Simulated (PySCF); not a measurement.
Compound: Me2Se, C2H6Se.
Atom-mapped SMILES: `[CH3:1][Se:2][CH3:3]` (hydrogens: H4, H5, H6 on C1; H7, H8, H9 on C3)

A GFN2-xTB structure was refined with PBE0-D3(BJ)/def2-TZVP geometry optimisation, gas phase (PySCF 2.14.0). Its GFN2-xTB values:

| coordinate | GFN2-xTB |
| --- | --- |
| C1–Se2 | 1.976 Å |
| C1–H4 | 1.062 Å |
| C1–Se2–C3 | 97.4° |
| Se2–C1–H4 | 110.3° |
| Se2–C1–H5 | 106.3° |
| H4–C1–H5 | 110.5° |

**Question.** How do these coordinates change at the PBE0-D3(BJ)/def2-TZVP level?

**Answer.** 
```csv
coordinate,PBE0-D3(BJ)/def2-TZVP (Å or °),change
C1–Se2,1.940,-0.036
C1–H4,1.090,+0.028
H4–C1–H5,109.3,-1.2
Se2–C1–H5,107.0,+0.7
C1–Se2–C3,97.0,-0.4
Se2–C1–H4,110.5,+0.2
```

The energy falls by 0.075 eV over 7 energy and gradient evaluations, the largest force component goes from 0.0285 to 4.1e-04 Eh/bohr, and the atoms move by 0.022 Å rms after alignment. The bond that changes most is C1–Se2 (ends: sp3 carbon bound to selenium; selenium bonded to 2 C), which shortens by 0.036 Å. Bonds longer at the end by more than 0.005 Å: 3 of 8; shorter: 5. Rotational constants go from 11284, 6736, 4462 to 11466, 6893, 4555 MHz.

The run used 146 basis functions and 46 SCF cycles in all.

Whether it is a minimum is left open (no frequencies).
